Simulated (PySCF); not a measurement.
# Ge³⁰⁺: ionisation energy

Ge³⁰⁺ 1s2 → Ge³¹⁺ 1s1 [1s1/2^1, M_J = 1/2], as a difference of total energies. Computed with PySCF 2.14 in an even-tempered Gaussian basis (15 s from 44 bohr⁻², ratio 2.4; 10 p from 57 bohr⁻², ratio 2.4; 3 d from 180 bohr⁻², ratio 2.6; 3 f from 270 bohr⁻², ratio 2.6), with the two-component X2C-1e Hamiltonian. Correlated levels: nothing frozen; the 32 highest virtual spinors dropped. "Screened" scales the spin-orbit matrix elements by Boettger's factors to mimic the two-electron term; Breit and QED terms are absent.

```
                    method  ionisation energy (eV)
 GHF (screened spin-orbit)                 13569.2
GMP2 (screened spin-orbit)                 13570.6
```

For this ion Breit and QED terms and the two-electron picture change, all absent here, outweigh the correlation shift from GHF to GMP2.

For comparison: 13557.4 eV (theoretical estimate listed by NIST; NIST Atomic Spectra Database, ionization energies).
